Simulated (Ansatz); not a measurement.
System: BClF, charge 0, doublet. BClF (SMILES [B](Cl)F, doublet).
B3LYP-D3(BJ)/def2-TZVP minimum from Ansatz (an electronic-structure program):
```xyz
3

B      0.2874    -0.7565     0.1075
F      0.3091    -0.8065     1.4102
Cl    -0.2482     0.6494    -0.7782
```
Charge 0, spin multiplicity 2.

Hartree-Fock and CCSD correlation energies in hartree (Ansatz). Open shells are spin-unrestricted; no spin-orbit coupling. Cores are frozen in correlated methods. No relativity.

```csv
basis,X,E(HF),"E(corr, CCSD)"
cc-pV(T+d)Z,3,-583.72856,-0.52706
cc-pV(Q+d)Z,4,-583.74222,-0.57115
cc-pV(5+d)Z,5,-583.74535,withheld
```

Q: Fit E(corr) = E∞ + A/X³ to X = 3 and 4, predict X = 5, and compare with the run.

A: A = (-0.52706 - (-0.57115))/(1/27 - 1/64) = 2.0591; E∞ = -0.57115 - A/64 = -0.60332; at X = 5, E∞ + A/125 = -0.58685. The run gave -0.58657, 0.28 mEh above the prediction. The same form on X = 4 and 5 gives E∞ = -0.60275, 0.58 mEh above the first estimate.
